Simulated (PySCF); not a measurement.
**How the method moves the HOMO and LUMO of H3SiCF3**

H3SiCF3.
Atom-mapped SMILES: `[F:1][C:2]([F:3])([F:4])[SiH3:5]` (hydrogens: H6, H7, H8 on Si5)

Geometry (PBE0-D3(BJ)/def2-SVP, Å), atoms numbered from 1 in this order:
```xyz
8
CH3F3Si angstrom
F      1.6212   -0.1695   -1.0074
C      0.9427   -0.0072    0.1371
F      1.3605    1.1423    0.6891
F      1.3082   -1.0006    0.9606
Si    -0.9682    0.0094   -0.1569
H     -1.2687    1.1105   -1.1110
H     -1.3574   -1.3116   -0.7198
H     -1.6203    0.2455    1.1591
```

Basis pcSseg-2 throughout (PySCF), one geometry. Isolated species at its PBE0-D3(BJ)/def2-SVP geometry, gas phase.

Task: How do the orbital energies, the gap and the dipole change with the method?

Result: 
| method | kind | HOMO (eV) | LUMO (eV) | gap (eV) | μ (D) | SCF cycles |
| --- | --- | --- | --- | --- | --- | --- |
| OPBE | GGA | -8.01 | -0.63 | 7.38 | 1.80 | 13 |
| BLYP | GGA | -8.03 | -0.74 | 7.30 | 1.98 | 14 |
| PBE | GGA | -8.09 | -0.82 | 7.26 | 1.91 | 14 |
| B97-D | GGA | -8.12 | -0.68 | 7.44 | 1.94 | 14 |
| BP86 | GGA | -8.20 | -0.82 | 7.38 | 1.92 | 13 |
| KT2 | GGA | -8.23 | -0.88 | 7.36 | 2.00 | 15 |
| KT3 | GGA | -8.26 | -0.84 | 7.42 | 1.96 | 15 |
| LDA | LDA | -8.26 | -1.05 | 7.22 | 2.01 | 13 |
| B3LYP | global hybrid | -9.46 | -0.29 | 9.17 | 2.16 | 12 |
| PBE0 | global hybrid | -9.65 | -0.05 | 9.60 | 2.12 | 12 |
| mPW1PW91 | global hybrid | -9.69 | -0.06 | 9.63 | 2.13 | 12 |
| HF | Hartree–Fock | -13.57 | 2.52 | 16.08 | 2.51 | 10 |

The HOMO spans 5.56 eV, from OPBE down to HF, and the gap runs from 7.22 eV (LDA) to 16.08 eV (HF). Over the methods OPBE (0 %), BLYP (0 %), PBE (0 %), B97-D (0 %), BP86 (0 %), KT2 (0 %), KT3 (0 %), LDA (0 %), B3LYP (20 %), PBE0 (25 %), mPW1PW91 (25 %), HF (100 %), a straight line through the gap against the share of exact exchange rises by 0.88 eV for each 10 % (correlation coefficient 1.000). The dipole ranges from 1.80 D (OPBE) to 2.51 D (HF). This basis has no diffuse functions.

The vertical ΔSCF ionisation energy at PBE0/def2-SVPD is 12.09 eV; −ε(HOMO) comes closest to it with HF (13.57 eV).
